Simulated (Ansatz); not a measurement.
Consider the ligand exchange at the Al–C bond: `F[SiH]([SiH3])[CH2][AlH2]` + CH₃NH₂ → `C[NH][AlH2]` + `C[SiH](F)[SiH3]`.

Isolated molecules relaxed with PBE0-D4/def2-TZVP in Ansatz; ΔE leaves out vibrations. CBS: MP2 limit from def2 TZ/QZ plus the TZ coupled-cluster correction, frozen cores. DFT in def2-TZVPP. One conformer a species, not always the lowest.

Task: Is it downhill or uphill in electronic energy at CCSD(T)/CBS, and by how much? (Estimate.)

Result: Computed: Downhill: ΔE = -0.82 eV.

Task: What do these levels give: PBE0-D4, B2PLYP, r2SCAN, HF/def2-TZVPP, SCS-MP2/def2-QZVPP, HF/CBS(def2)? (An estimate is asked.)

Result: Ansatz gave: PBE0-D4 -0.72, B2PLYP -0.94, r2SCAN -0.81, HF/def2-TZVPP -1.08, SCS-MP2/def2-QZVPP -0.90, HF/CBS(def2) -1.09 eV.

Largest T1 diagnostic among the species: 0.012.

The D4 term adds +0.08 eV with B3LYP and +0.04 eV with PBE0; it sums over pairs of atoms, weighted by their polarisabilities, and B3LYP, whose exchange is more repulsive, gets the larger term. In def2-TZVPP, CCSD(T) changes the Hartree–Fock value by +0.24 eV (the triples alone add +0.04 eV) and MP2 by +0.23 eV.

B3LYP here is the variant with VWN-RPA as its local correlation; programs differ in this.
